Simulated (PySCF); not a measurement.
## Shieldings and the share of exact exchange

Molecule: `InChI=1S/C3H6O2Si/c4-2-1-3-5-6/h1-3H,6H3/b3-1+`.

Atoms are numbered as in `[O:1]=[CH:2]/[CH:3]=[CH:4]/[O:5][SiH3:6]`. Hydrogens are named by the atom that carries them.

GIAO shieldings (ppm, equivalent atoms averaged) in PySCF on the PBE0-D3(BJ)/def2-SVP geometry, basis pcSseg-1, gas phase, non-relativistic:

| functional | exact exchange (%) | σ(O5) | σ(Si6) |
| --- | --- | --- | --- |
| BLYP | 0 | 185.1 | 349.5 |
| BP86 | 0 | 189.3 | 352.5 |
| PBE | 0 | 188.8 | 353.6 |
| B3LYP | 20 | 200.9 | 362.5 |
| PBE0 | 25 | 207.7 | 370.4 |
| mPW1PW91 | 25 | 207.4 | 369.3 |
| HF | 100 | 247.8 | 421.4 |

Task: Fit each shielding as a line in the percentage of exact exchange.

Result: σ(O5) = 189.3 + 0.60 x (rms 2.4 ppm); σ(Si6) = 351.5 + 0.70 x (rms 1.7 ppm). The functionals also differ in their semilocal parts, which the line can't hold; Hartree–Fock has no correlation at all.

Task: What does the line predict for BHandHLYP (50 %), and what does the run give?

Result: σ(O5): 219.3 predicted, 221.1 computed; σ(Si6): 386.5 predicted, 383.2 computed ppm.
